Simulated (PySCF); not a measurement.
## Gas-phase acidity of 2,2,3,3,4,4,4-heptafluoro-1-butanol

Molecule: `OCC(F)(F)C(F)(F)C(F)(F)F` (C4H3F7O). Non-hydrogen atoms are numbered in `[OH:1][CH2:2][C:3]([F:4])([F:5])[C:6]([F:7])([F:8])[C:9]([F:10])([F:11])[F:12]`.

Energies: ωB97X-D3(BJ)/ma-def2-SVP (PySCF, density fitting, integration grid level 2) on PBE0-D3(BJ)/ma-def2-SVP structures. ωB97X-D3(BJ) is ωB97X-V with D3(BJ) in place of VV10. Thermal corrections: GFN2-xTB frequencies, unscaled, ideal gas at 298.15 K and 1 bar, quasi-RRHO entropy. These were taken at the GFN2-xTB minima.

```
                site                      product  ΔH(acid) / kJ/mol  ΔG(acid) / kJ/mol
O1 (hydroxyl oxygen)  [O-]CC(F)(F)C(F)(F)C(F)(F)F               1493               1460
```

ΔH and ΔG refer to AH → A⁻ + H⁺ in the gas phase. Sites whose products fell apart, merged with another or lost in a GFN2-xTB screen aren't listed.

In toluene the product from O1 is solvated 130 kJ/mol more strongly than the parent (electrostatics only).

Deprotonation enthalpy (ΔH): the gap is larger than usual, and may come from another state, site, conformer or species, from the functional or basis, or from an outlying measurement.

Measured values (NIST Chemistry WebBook, evaluated or the median of agreeing entries): deprotonation enthalpy (ΔH) 1465 kJ/mol (computed 1493, difference 29); gas-phase acidity (ΔG) 1437 kJ/mol (computed 1460, difference 23).

Known limits: ma-def2-SVP is a small basis, whose errors can reach tens of kJ/mol; C2 is not listed: the run failed or kept an imaginary mode, or the ion rearranged or equalled another.

Structures, frequencies and single points took 18 min of wall time on 1 thread of Arm Neoverse V1 (shared host), launched as `OMP_NUM_THREADS=1 python redox_run.py task.json out`.

Differences come from unrounded values, so a last digit can differ from that of the printed terms.
